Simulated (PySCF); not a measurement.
2-bromopropane (C3H7Br), SMILES CC(C)Br. Atoms are numbered in the order given.

```xyz
11

C      1.5613    -0.1261    -1.2727
C      0.9300     0.4098     0.0000
C      1.5613    -0.1261     1.2727
Br    -1.0185    -0.0252     0.0000
H      1.4981    -1.2245    -1.3110
H      2.6275     0.1585    -1.2990
H      1.0730     0.2810    -2.1692
H      0.9348     1.5083     0.0000
H      1.4981    -1.2245     1.3110
H      2.6275     0.1585     1.2990
H      1.0730     0.2810     2.1692
```
Charge 0, spin multiplicity 1.

The structure is a stationary point at B3LYP-D3(BJ)/def2-SVP.

Method: PBE/def2-TZVP (PySCF).

Isolated molecule, no solvent.

Computed frontier levels, gap, dipole moment and polarisability:
| Item | Result |
|---|---|
| highest occupied level | -6.49 eV |
| lowest empty level | -1.08 eV |
| orbital gap | 5.41 eV |
| dipole moment | 2.27 D |
| quadrupole, principal values (traceless, Buckingham form, about the centre of nuclear charge) | -1.05, -0.54, 1.60 D·Å |
| mean static polarisability | 59.9 bohr³ (8.88 Å³) |
| polarisability, principal values | 49.3, 57.1, 73.3 bohr³ |
